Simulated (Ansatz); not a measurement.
ZnMeI (CH3IZn). Charge 0, multiplicity 1. Geometry relaxed at PBE0-D4/def2-TZVP.

```csv
atom,x (Å),y (Å),z (Å)
Zn1,-0.7618,0.6876,0.3119
C2,0.6122,-0.5530,-0.2508
H3,0.2026,-1.5620,-0.3237
H4,1.4324,-0.5592,0.4692
H5,1.0052,-0.2631,-1.2269
I6,-2.4906,2.2496,1.0203
```

In the def2 sets I takes a core potential; there is no spin–orbit coupling.

(1) Estimate the harmonic wavenumbers at RKS PBE0-D4/def2-TZVP (Ansatz, unscaled). Is this a minimum?

Answers

(1) 103, 103, 236, 575, 699, 699, 1195, 1446, 1446, 3058, 3150, 3150 cm⁻¹. Yes, no mode is imaginary beyond noise. Zero-point energy 94.9 kJ/mol. Hardware: 4 threads of INTEL XEON PLATINUM 8581C on a shared host. Wall time 36 s.
